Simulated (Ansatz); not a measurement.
A run for Ansatz (a quantum-chemistry and plane-wave program): U-B97M-V/def2-TZVPP on Al, 2S+1 = 2, a spin state set in the input, which need not be the lowest.

Ansatz 0.2 input:
```yaml
crystal:
  periodic: [false, false, false]
  atoms:
    - {symbol: Al, position_ang: [0.00000000, 0.00000000, 0.00000000]}
basis:
  gaussian:
    orbitals: def2-TZVPP
hamiltonian:
  xc: {name: B97M-V}
magnetization: {spin_polarized: true, initial_magnetization: 1}
scf: {lower_state_search: full}
```

Program output:

```
Functional definition: B97M-V
[...]
integrals: 0.01 GiB planned
269 factors; their error is unknown
mean field: 0.13 GiB planned
mean field evaluation 1: about -6593.2201 eV, gradient 2.0e0 eV
mean field evaluation 2: about -6593.2495 eV, gradient 6.5e-1 eV
mean field evaluation 4: about -6593.2526 eV, gradient 4.1e-2 eV
mean field evaluation 8: about -6593.2499 eV, gradient 2.6e-4 eV
mean field evaluation 16: about -6593.2499 eV, gradient 4.6e-2 eV
mean field evaluation 32: about -6593.2499 eV, gradient 1.4e-5 eV
mean field -6593.24991170 eV, -242.2974651895 hartree, gradient 3.3e-5 eV, S^2 0.752745; 6 other end points of the search recorded, 0 dependent functions left out
reference -6593.24994688 eV, -242.2974664826 hartree; 7, 6 occupied and 35, 36 virtual orbitals, 269 factors
Total energy: -6593.24994688 eV, -242.2974664826 hartree
```

The run converged.

Cost: about 4 core-seconds (a rough figure).
